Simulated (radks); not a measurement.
Effect of the nuclear size on the rhenium ion Re+, [Xe] 4f14 5d5 6s1. Calculated with a radial shooting solver on a logarithmic mesh with Libxc functionals: Dirac Kohn-Sham, exchange-only LDA, spin-unpolarised, spherical densities, finite nucleus; open shells fill j = l - 1/2 first; Fermi nuclear charge, rms radius 5.3698 fm. The rms radius is varied about that value; shifts are against it.

rms radius (fm)  total energy shift (eV)  density at nucleus (e/bohr^3)  1s1/2 shift (meV)  2s1/2 shift (meV)  5p1/2 shift (meV)  6s1/2 shift (meV)  5d5/2 shift (meV)  6p1/2 (empty) shift (meV)  7s1/2 (empty) shift (meV)
4.7684                             -13.7                      1.607e+06              -5550               -789              0.195             -0.752              0.271                      0.083                     -0.095
4.8704                             -11.5                      1.595e+06              -4640               -659              0.163             -0.629              0.226                      0.070                     -0.079
5.3698                                 0                       1.54e+06              0.000              0.000              0.000              0.000              0.000                      0.000                      0.000
5.7242                              8.57                      1.506e+06               3470                493             -0.121              0.470             -0.169                     -0.052                      0.059
6.3954                              25.7                      1.447e+06              10400               1480             -0.364               1.41             -0.508                     -0.156                      0.178

Slopes of the eigenvalues against <r^2> in GHz/fm^2, as finite differences over the two radii next to the reference (eigenvalue slopes, not the field-shift constants of lines): 1s1/2 217000, 2s1/2 30800, 5p1/2 -7.60, 6s1/2 29.4, 5d5/2 -10.6, 6p1/2 (empty) -3.25, 7s1/2 (empty) 3.70.
